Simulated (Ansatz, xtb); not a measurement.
## Two isomers of C3H12GaNO

Structure a is `CCO[CH2][GaH2-][NH3+]`, a singlet and structure b is `CO[C@H](C)[GaH2-][NH3+]`, a singlet. Both are isolated molecules in the gas phase, relaxed with B3LYP/def2-SVP; the shapes shown needn't be the lowest conformers.

a (Å):

```xyz
18

C     2.2469    0.7534   -0.9543
C     1.5289    0.2957    0.3116
C    -0.2205   -1.1599   -0.5306
Ga   -2.2579   -1.2951   -0.4801
N    -2.4775    0.8072   -0.1340
O     0.1434    0.0634    0.1308
H     2.2201   -0.0165   -1.7411
H     1.7837    1.6698   -1.3551
H     3.3052    0.9715   -0.7362
H     2.0077   -0.6191    0.7145
H     1.6090    1.0744    1.0897
H     0.1709   -1.1727   -1.5660
H     0.2440   -2.0150   -0.0003
H    -2.8809   -1.8856    0.8527
H    -3.0077   -1.5256   -1.8577
H    -2.7662    1.3571   -0.9434
H    -3.0771    1.0521    0.6540
H    -1.4944    1.0282    0.0968
```

b (Å):

```
atom    x (Å)    y (Å)    z (Å)
   C   2.0721  -0.1411  -1.7704
   C  -0.0207  -0.4483  -0.5835
   C   0.3231   0.1241   0.7902
  Ga  -1.4411  -1.9295  -0.5677
   N   0.0117  -3.4834  -0.8112
   O   1.1404  -1.0394  -1.2188
   H   2.5291   0.5191  -1.0092
   H   1.6083   0.4998  -2.5461
   H   2.8754  -0.7305  -2.2398
   H  -0.3803   0.3701  -1.2386
   H  -0.5759   0.5719   1.2449
   H   1.0980   0.9120   0.7579
   H   0.6769  -0.6628   1.4779
   H  -2.2830  -2.0984  -1.9013
   H  -2.1075  -2.2707   0.8310
   H  -0.1977  -4.1536  -1.5509
   H   0.2494  -3.9998   0.0360
   H   0.8146  -2.8960  -1.0919
```

**Question.** Which of the two would you expect CCSD(T)/def2-SVP + ΔMP2/def2-TZVPP electronic energies to favour?

**Answer.** Too close to call at this level: CCSD(T)/def2-SVP + ΔMP2/def2-TZVPP gives E(b) − E(a) = +1.18 kcal/mol.

How the difference moves with the method:

```
                             level        geometry  E(b) − E(a) (kcal/mol)  departure from the last row (kcal/mol)  job, with rough time for the two
                          GFN2-xTB        GFN2-xTB                     +0.70                                   −0.48              optimisation, 0.41 s
                         HF/STO-3G        GFN2-xTB                     +2.94                                   +1.76              single point, 0.64 s
                r2SCAN-D4/def2-SVP        GFN2-xTB                     +1.24                                   +0.06               single point, 5.3 s
                    B3LYP/def2-SVP  B3LYP/def2-SVP                     +2.00                                   +0.82               optimisation, 2 min
                       HF/def2-SVP  B3LYP/def2-SVP                     +2.48                                   +1.30           part of the CCSD(T) run
                      MP2/def2-SVP  B3LYP/def2-SVP                     +1.08                                   −0.10           part of the CCSD(T) run
                  CCSD(T)/def2-SVP  B3LYP/def2-SVP                     +1.15                                   −0.03                      single point
CCSD(T)/def2-SVP + ΔMP2/def2-TZVPP  B3LYP/def2-SVP                     +1.18                                                       single point, 3 min
```

As drawn, both hold the same kinds of bond in the same numbers. Structure a has 1 methyl group, b 2.

The largest departure from CCSD(T)/def2-SVP + ΔMP2/def2-TZVPP is that of HF/STO-3G, 1.76 kcal/mol. The last row adds to CCSD(T) the change of the MP2 difference between the two basis sets, here +0.03 kcal/mol.

With thermal terms from frequencies at re-optimised GFN2-xTB minima (ideal gas, soft modes damped towards free rotors, one conformer each, 298.15 K, 1 atm): the zero-point term adds −0.30 kcal/mol; ΔH is +1.07 and ΔG +0.84 kcal/mol.

The correlated steps freeze 14 core orbitals; the filled d shell of Ga is correlated, in a basis made for valence electrons. Mirror images aren't counted in ΔG. Run with Ansatz 0.2.0, xtb 6.7.1; the last row on 4 threads of Arm Neoverse V1 on a shared host.
